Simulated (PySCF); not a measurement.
Run record: EPR job, `CCC#C[C](C)C` [radical].

Computed with UKS B3LYP, pcH-1 on C H, non-relativistic, mean-field spin-orbit, GIAO (PySCF 2.14.0). Geometry: GFN2-xTB. The input is one job of a driver script: a line of settings, then coordinates in Å.

Command:
```bash
OMP_NUM_THREADS=1 python probes_run.py task.json out
```

Input:
```
{"job": {"kind": "epr", "basis": "pcH-1"}, "charge": 0, "multiplicity": 2}
C      3.188450    -0.231483     0.419074
C      2.327465    -0.189306    -0.844401
C      0.919743    -0.071363    -0.533664
C     -0.264699     0.026240    -0.259692
C     -1.591481     0.135808     0.035213
C     -2.615290     0.194266    -1.048643
C     -2.059692     0.201126     1.450212
H      3.052718     0.677103     1.001370
H      4.240094    -0.322148     0.155063
H      2.910974    -1.080667     1.039500
H      2.489603    -1.101524    -1.431140
H      2.629265     0.660906    -1.467820
H     -3.328750    -0.628172    -0.949279
H     -2.148523     0.134923    -2.028868
H     -3.187002     1.124258    -0.988260
H     -1.220619     0.149734     2.139838
H     -2.607000     1.130080     1.631963
H     -2.744016    -0.623459     1.667876
```

What does the run print?

```
UKS, coarse grid
  cycle   1  E = -273.23647688  |g| = 3.56e-01
  cycle   2  E = -273.23056309  |g| = 3.78e-01
  cycle   3  E = -273.30636894  |g| = 3.90e-02
  cycle   4  E = -273.30591785  |g| = 5.19e-02
  cycle   5  E = -273.30726885  |g| = 8.22e-03
  cycle   6  E = -273.30732117  |g| = 4.10e-03
  cycle   7  E = -273.30733738  |g| = 1.77e-03
  cycle   8  E = -273.30734239  |g| = 6.91e-04
UKS, final grid
  cycle   1  E = -273.30738661  |g| = 8.03e-04
  cycle   2  E = -273.30738645  |g| = 1.12e-03
  cycle   3  E = -273.30738710  |g| = 1.31e-04
  cycle   4  E = -273.30738715  |g| = 1.36e-04
  cycle   5  E = -273.30738716  |g| = 7.55e-05
  cycle   6  E = -273.30738717  |g| = 1.28e-05
E = -273.30738717 Eh   <S^2> = 0.7666 (exact 0.7500)
g shifts (ppm)      1          2          3
  rmc          -142       -142       -142
  gc             -3         32         31
  oz_so          -4        659        865
  total        -150        550        754
hyperfine (MHz)  atom isotope    a_iso     a_fc   dipolar eigenvalues
    0   13C       3.17       3.17     -0.56     -0.54      1.10
    1   13C     -18.44     -18.44     -0.97      0.37      0.60
    2   13C      42.54      42.54    -42.65    -32.46     75.11
    3   13C     -64.52     -64.52    -19.65     -1.45     21.09
    4   13C      67.67      67.67    -61.59    -60.97    122.57
    5   13C     -27.27     -27.27     -1.25      0.19      1.07
    6   13C     -27.26     -27.26     -1.26      0.18      1.08
    7    1H      -0.73      -0.73     -1.73     -1.46      3.19
    8    1H      -0.93      -0.93     -0.98     -0.92      1.90
    9    1H      -0.73      -0.73     -1.73     -1.46      3.19
   10    1H      56.69      56.69     -2.87     -2.10      4.97
   11    1H      56.58      56.58     -2.87     -2.11      4.98
   12    1H      73.19      73.19     -3.48     -2.95      6.43
   13    1H       2.20       2.20     -3.05     -2.81      5.86
   14    1H      73.76      73.76     -3.48     -2.95      6.43
   15    1H       2.21       2.21     -3.08     -2.80      5.88
   16    1H      73.47      73.47     -3.48     -2.95      6.43
   17    1H      73.44      73.44     -3.48     -2.95      6.44
```

rmc, gc and oz_so are the mass-correction, gauge-correction and orbital-Zeeman/spin–orbit parts of the g shift along its three principal axes; a_iso is the isotropic hyperfine coupling and a_fc its Fermi-contact part. Atoms in this output count from 0.

How far is ⟨S²⟩ from the pure-spin value?

S = 0.5 gives S(S+1) = 0.75; the run has 0.7666, 0.0166 more.

Get g_iso from the total shifts.

Their mean is 385 ppm; added to g_e = 2.002319 it gives 2.00270.

In short: ⟨S²⟩ 0.767; g_iso 2.0027.

Isolated species at its GFN2-xTB geometry, gas phase.

The run took 72 s of wall time (grids of density and orbitals included) on Arm Neoverse V1, one thread, no GPU, shared host with 32 logical CPUs at a one-minute load of 23, and the process peaked at 1.1 GiB of memory.
Labels such as C1 count atoms from 1, the log's own numbers from 0.
